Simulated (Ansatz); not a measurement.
`B[SiH](O)[SiH3]` + `[SiH3]S` → `BS[SiH3]` + `O[SiH2][SiH3]` at 400 K and 1 bar (cleavage of the B–Si bond).

Program: Ansatz. Geometries: PBE0-D4/def2-TZVP. ΔE: electronic, gas phase. CBS: MP2 limit from def2 TZ/QZ plus the TZ coupled-cluster correction, frozen cores. Each species was taken in one conformer, which may not be the lowest.

| species | CCSD(T)/CBS energy (Eh) | H − E (kJ/mol) | S (J/(mol·K)) |
| --- | --- | --- | --- |
| `B[SiH](O)[SiH3]` | -682.33266 | 215.2 | 401.8 |
| `[SiH3]S` | -689.27336 | 109.8 | 293.0 |
| `BS[SiH3]` | -714.68055 | 151.5 | 334.3 |
| `O[SiH2][SiH3]` | -656.96789 | 175.5 | 352.4 |

H − E and S are ideal-gas, rigid-rotor, harmonic terms from PBE0-D4/def2-TZVP, for one conformer and one mirror image of each species. 1 Eh = 2625.50 kJ/mol, R = 8.31446 J/(mol·K).

Task: By hand: ΔE, ΔH, ΔS and ΔG.

Result: ΔE = (-714.68055) + (-656.96789) − (-682.33266) − (-689.27336) = -0.04242 Eh = -111.4 kJ/mol. Δ(H − E) = 151.5 + 175.5 − 215.2 − 109.8 = 2.0, so ΔH = -109.4 kJ/mol. ΔS = 334.3 + 352.4 − 401.8 − 293.0 = -8.1 J/(mol·K). ΔG = -109.4 − 400 × (-8.1)/1000 = -106.2 kJ/mol.

Task: By hand: the equilibrium constant, and the temperature at which ΔG would vanish if ΔH and ΔS stayed fixed.

Result: log₁₀ K = −ΔG/(RT ln 10) = 13.9. ΔG = 0 at ΔH/ΔS = 13506 K, far beyond where these terms or the molecules hold.

The number of gas molecules stays the same, so ΔS is small and ΔH decides. A doubt of 5 kJ/mol in ΔE shifts log₁₀ K by 0.7 here. Other conformers and mirror images would add mixing entropy, several J/(mol·K) or more a flexible species. These are equilibria of isolated gas molecules and say nothing of rates. Largest T1 diagnostic: 0.014 (customary marks: 0.02 for closed shells, 0.045 for open ones).
